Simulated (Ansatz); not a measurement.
# Ligand exchange: BH2(CH3) + GeH2(GeH3)(OH) → BH2(OH) + GeH2(CH3)(GeH3)

Species: BH2(CH3), singlet; GeH2(GeH3)(OH), singlet; BH2(OH), singlet; GeH2(CH3)(GeH3), singlet. The partners trade CH3 for OH: B–CH3 and Ge–OH bonds give way to B–OH and Ge–CH3.

Shapes, held fixed at every level: PBE0-D4/def2-TZVP. Flexible molecules stand in one conformer, not always the lowest. Programs: Ansatz 0.2.0. The zero-point and thermal change to 298 K, harmonic and unscaled (PBE0-D4/def2-TZVP), is +6.0 kJ/mol.

Task: Estimate ΔH(298 K) of this reaction.

Result: The highest level, CCSD(T)/def2-TZVPP, gives ΔH(298 K) = -108.6 kJ/mol; the levels span -123.8 to -102.9. The column of differences is taken from that level and isn't an error. No measured value is set beside it here. Relativity is left out for Ge. Outer-core shells of Ge are correlated, in sets that cover them unevenly. Times are processor times on shared x86 and Arm servers, and rough.

| level | kind | ΔH(298 K) (kJ/mol) | less CCSD(T)/def2-TZVPP | CPU time (sum over the molecules) |
| --- | --- | --- | --- | --- |
| SPW92/def2-TZVPP | LDA | -112.5 | -3.9 | 16 s |
| B3LYP-D4/def2-TZVPP | global hybrid | -103.6 | +5.0 | 45 s |
| BHLYP-D4/def2-TZVPP | global hybrid | -102.9 | +5.7 | 32 s |
| r2SCAN0-D4/def2-TZVPP | global hybrid | -104.3 | +4.3 | 50 s |
| wB97M-V/def2-TZVPP | range-separated hybrid | -104.8 | +3.8 | 1.9 min |
| B2PLYP/def2-TZVPP | double hybrid | -103.9 | +4.7 | 50 s |
| CCSD(T)/def2-SVP | coupled cluster or CI | -123.8 | -15.2 | 70 s |
| CCSD(T)/def2-TZVPP | coupled cluster or CI | -108.6 | 0.0 | 23 min |
